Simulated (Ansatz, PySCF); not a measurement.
Gas-phase reaction (SMILES): C[SiH2]B(O)O → OB(O)[SiH2] + [CH3] (CH3); the C-Si bond at the site shown breaks (other sites are not compared here).

Geometries: B3LYP-D3(BJ)/def2-TZVP minima from Ansatz (a first-principles code), one conformer each, not searched for the lowest. Valence correlation only, unless marked. UHF or UKS for open shells. No spin-orbit coupling. Non-relativistic. CBS(X,Y): correlation extrapolated as X^-3; Hartree-Fock from the larger set. Thermal terms are rigid-rotor harmonic-oscillator values from B3LYP-D3(BJ) frequencies (Ansatz or PySCF) at 298.15 K and 1 atm. 1 Eh = 627.5095 kcal/mol.

```json
[
 {"species": "C[SiH2]B(O)O", "E, CCSD(T)/CBS(aug-cc-pV(T+d)Z,aug-cc-pV(Q+d)Z) (Ansatz) (Eh)": "-506.58282", "E, r2SCAN-D4/def2-TZVPD (Ansatz + dftd4) (Eh)": "-507.17602", "H - E (Eh)": "0.09613"},
 {"species": "OB(O)[SiH2]", "E, CCSD(T)/CBS(aug-cc-pV(T+d)Z,aug-cc-pV(Q+d)Z) (Ansatz) (Eh)": "-466.66322", "E, r2SCAN-D4/def2-TZVPD (Ansatz + dftd4) (Eh)": "-467.21942", "H - E (Eh)": "0.05568"},
 {"species": "[CH3] (CH3)", "E, CCSD(T)/CBS(aug-cc-pV(T+d)Z,aug-cc-pV(Q+d)Z) (Ansatz) (Eh)": "-39.77863", "E, r2SCAN-D4/def2-TZVPD (Ansatz + dftd4) (Eh)": "-39.82813", "H - E (Eh)": "0.03371"}
]
```

Question: Work out ΔE and ΔH at 298.15 K at the first level, then ΔH at the second.

Answer: 
1. ΔE = [(-466.66322) + (-39.77863)] - [(-506.58282)] = 0.14097 Eh = 88.5 kcal/mol at CCSD(T)/CBS(aug-cc-pV(T+d)Z,aug-cc-pV(Q+d)Z).
2. The terms H - E add up to -0.00674 Eh, so ΔH = (0.14097 + (-0.00674))×627.5095 = 84.2 kcal/mol.
3. At r2SCAN-D4/def2-TZVPD the same steps give ΔE = 80.6 and ΔH = 76.4 kcal/mol, a shift of -7.8 from the first level.
4. These values are not checked against measurement here, since the tables used lack a sound gas-phase enthalpy of formation for at least one species.
